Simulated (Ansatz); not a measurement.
Consider the ligand exchange at the Si–O bond: `CN[SiH2]OC` + HCl → `CN[SiH2]Cl` + CH₃OH.

Calculated with Ansatz (gas phase, PBE0-D4/def2-TZVP geometries, no zero-point term in ΔE). CCSD(T)/CBS is the MP2 limit (def2-TZVPP, def2-QZVPP) plus CCSD(T) − MP2 in def2-TZVPP, frozen cores. This one scheme is used for every species. One conformer a species, not always the lowest.

| species | HF/def2-QZVPP energy (Eh) |
| --- | --- |
| `CN[SiH2]OC` | -499.39756 |
| HCl | -460.11222 |
| `CN[SiH2]Cl` | -844.41046 |
| CH₃OH | -115.10098 |

(1) Work out ΔE.

Largest T1 diagnostic among the species: 0.011.

Results:

(1) ΔE = (-844.41046) + (-115.10098) − (-499.39756) − (-460.11222) = -0.00166 Eh = -0.05 eV. CCSD(T)/CBS gives -0.05 eV.

The D4 term adds +0.04 eV with B3LYP and +0.02 eV with PBE0; it sums over pairs of atoms, weighted by their polarisabilities, and B3LYP, whose exchange is more repulsive, gets the larger term.

B3LYP here is the variant with VWN-RPA as its local correlation; programs differ in this.
